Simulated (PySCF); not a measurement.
Zn(tBu)(OSiH3), SMILES C[C](C)(C)[Zn][O][SiH3] (C₄H₁₂OSiZn), GFN2-xTB optimised geometry.

```
19

Zn    -1.66    -1.53     2.92
C     -1.83    -3.30     3.93
C     -0.39    -3.80     4.04
C     -2.49    -3.27     5.30
C     -2.62    -4.20     2.98
H     -0.40    -4.84     4.39
H      0.19    -3.21     4.74
H      0.11    -3.78     3.07
H     -1.94    -2.63     5.99
H     -3.51    -2.91     5.24
H     -2.50    -4.28     5.71
H     -3.66    -3.89     2.91
H     -2.18    -4.19     1.98
H     -2.59    -5.22     3.35
O     -0.97    -1.10     1.30
Si    -0.48    -0.33     0.00
H      0.99    -0.33     0.00
H     -0.97     1.05     0.00
H     -0.99    -1.05    -1.17
```

Density from PySCF with PBE0/def2-SVP at that geometry.

Minimum of the electron density along straight lines between bonded atoms, close to the bond critical point (lines longer than 1.1 times the sum of covalent radii, or with two minima, are not listed):

```json
[
 {"bond": "Zn1–C2", "length / Å": "2.042", "ρ at the minimum / e bohr⁻³": "0.093", "∇²ρ there / e bohr⁻⁵": "0.17", "position (fraction from the first atom)": "0.48"},
 {"bond": "C2–C3", "length / Å": "1.524", "ρ at the minimum / e bohr⁻³": "0.244", "∇²ρ there / e bohr⁻⁵": "-0.55", "position (fraction from the first atom)": "0.50"},
 {"bond": "C2–C4", "length / Å": "1.522", "ρ at the minimum / e bohr⁻³": "0.246", "∇²ρ there / e bohr⁻⁵": "-0.56", "position (fraction from the first atom)": "0.50"},
 {"bond": "C2–C5", "length / Å": "1.524", "ρ at the minimum / e bohr⁻³": "0.244", "∇²ρ there / e bohr⁻⁵": "-0.55", "position (fraction from the first atom)": "0.50"},
 {"bond": "C3–H6", "length / Å": "1.092", "ρ at the minimum / e bohr⁻³": "0.272", "∇²ρ there / e bohr⁻⁵": "-0.98", "position (fraction from the first atom)": "0.62"},
 {"bond": "C3–H7", "length / Å": "1.089", "ρ at the minimum / e bohr⁻³": "0.276", "∇²ρ there / e bohr⁻⁵": "-1.00", "position (fraction from the first atom)": "0.62"},
 {"bond": "C3–H8", "length / Å": "1.090", "ρ at the minimum / e bohr⁻³": "0.275", "∇²ρ there / e bohr⁻⁵": "-1.00", "position (fraction from the first atom)": "0.62"},
 {"bond": "C4–H9", "length / Å": "1.087", "ρ at the minimum / e bohr⁻³": "0.277", "∇²ρ there / e bohr⁻⁵": "-1.01", "position (fraction from the first atom)": "0.62"},
 {"bond": "C4–H10", "length / Å": "1.087", "ρ at the minimum / e bohr⁻³": "0.277", "∇²ρ there / e bohr⁻⁵": "-1.01", "position (fraction from the first atom)": "0.62"},
 {"bond": "C4–H11", "length / Å": "1.092", "ρ at the minimum / e bohr⁻³": "0.273", "∇²ρ there / e bohr⁻⁵": "-0.98", "position (fraction from the first atom)": "0.62"},
 {"bond": "C5–H12", "length / Å": "1.089", "ρ at the minimum / e bohr⁻³": "0.276", "∇²ρ there / e bohr⁻⁵": "-1.00", "position (fraction from the first atom)": "0.62"},
 {"bond": "C5–H13", "length / Å": "1.090", "ρ at the minimum / e bohr⁻³": "0.275", "∇²ρ there / e bohr⁻⁵": "-1.00", "position (fraction from the first atom)": "0.62"},
 {"bond": "C5–H14", "length / Å": "1.092", "ρ at the minimum / e bohr⁻³": "0.272", "∇²ρ there / e bohr⁻⁵": "-0.98", "position (fraction from the first atom)": "0.62"},
 {"bond": "Zn1–O15", "length / Å": "1.806", "ρ at the minimum / e bohr⁻³": "0.111", "∇²ρ there / e bohr⁻⁵": "0.85", "position (fraction from the first atom)": "0.49"},
 {"bond": "O15–Si16", "length / Å": "1.595", "ρ at the minimum / e bohr⁻³": "0.137", "∇²ρ there / e bohr⁻⁵": "1.22", "position (fraction from the first atom)": "0.59"},
 {"bond": "Si16–H17", "length / Å": "1.470", "ρ at the minimum / e bohr⁻³": "0.116", "∇²ρ there / e bohr⁻⁵": "0.31", "position (fraction from the first atom)": "0.49"},
 {"bond": "Si16–H18", "length / Å": "1.471", "ρ at the minimum / e bohr⁻³": "0.116", "∇²ρ there / e bohr⁻⁵": "0.31", "position (fraction from the first atom)": "0.49"},
 {"bond": "Si16–H19", "length / Å": "1.470", "ρ at the minimum / e bohr⁻³": "0.117", "∇²ρ there / e bohr⁻⁵": "0.32", "position (fraction from the first atom)": "0.49"}
]
```
